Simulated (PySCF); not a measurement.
29Si chemical shifts

Relativity neglected, one computed conformer, rapidly exchanging positions averaged, isolated molecule. Shielding tensors at PBE0/pcSseg-1 (GIAO); GFN2-xTB geometry; PySCF 2.14.0 with density-fitted response routines.

Shieldings were converted by a linear fit to measured shifts: 29Si (scatter 8.9 ppm rms, 25.8 ppm with the 6 outliers that the fit left out vs TMS, solution or neat liquid). Occasional misses reach two or three times the rms, and more in compound classes unlike the fitted ones.

Problem. Give the 29Si shifts of `C#C[Si@@H]1CC[C@@H]1C(F)(F)F`, `C#C[Si@@H]1CC[C@H]1C(F)(F)F`.

Solution. 
```json
{"compound": "C#C[Si@@H]1CC[C@@H]1C(F)(F)F", "environment": "silicon bonded to 3 C, H, in a 4-membered ring", "δ (ppm)": "-38.1"}
{"compound": "C#C[Si@@H]1CC[C@H]1C(F)(F)F", "environment": "silicon bonded to 3 C, H, in a 4-membered ring", "δ (ppm)": "-35.4"}
```

Problem. Match the shifts -6.2, -18.3, -35.6, -54.2, -68.4 ppm to `C=NC(=C)O[SiH2]C=O`, `C#C[C@@H](C)N[SiH3]`, `CSc1nn([SiH](C)C)cp1`, `[SiH3]COCc1ncco1`, `C[SiH](C)NN`.

Solution. -6.2: CSc1nn([SiH](C)C)cp1 (silicon bonded to 2 C, N, H); -18.3: C[SiH](C)NN (silicon bonded to 2 C, N, H); -35.6: C=NC(=C)O[SiH2]C=O (silicon bonded to C, O, 2 H); -54.2: C#C[C@@H](C)N[SiH3] (silicon bonded to N, 3 H); -68.4: [SiH3]COCc1ncco1 (silicon bonded to C, 3 H).
